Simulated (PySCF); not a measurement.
## Exercise with solution: chemical shift, span and skew from a shielding tensor

C3H5BO2, SMILES OB1CC=CO1. Atoms are numbered in the order given.

```xyz
11

O     -0.1112    -2.1180     0.0000
B      0.0034    -0.7613     0.0000
C      1.2669     0.2158     0.0000
C      0.5491     1.5459     0.0000
C     -0.7837     1.3319     0.0000
O     -1.1679    -0.0008     0.0000
H      0.7572    -2.5543     0.0000
H      1.9270     0.0789    -0.8868
H      1.9270     0.0789     0.8868
H      1.0222     2.5373     0.0000
H     -1.6119     2.0548     0.0000
```

Geometry optimised at PBE-D3(BJ)/def2-SVP. One conformer was computed; it need not be the lowest.

GIAO shieldings from PySCF with PBE/pcSseg-1, non-relativistic, no solvent. The symmetric part of the tensor of C4 has the principal values -31.7, 91.3, 139.7 ppm. The same nucleus in TMS has σ = 182.0 ppm at this level (PySCF, at its B3LYP-D3(BJ)/def2-TZVP geometry).

Task: Work out the isotropic shielding, the ¹³C shift against TMS, the span and the skew.

Result: 
σ(iso) = (σ11 + σ22 + σ33)/3 = 66.4 ppm. δ = σ(ref) − σ(iso) = 182.0 − (66.4) = 115.6 ppm.
Span Ω = σ33 − σ11 = 171.4 ppm. Skew κ = 3(σ(iso) − σ22)/Ω = -0.44. Tumbling in solution averages the tensor to δ; in a static solid the shielding alone would spread this spin-1/2 line over Ω.
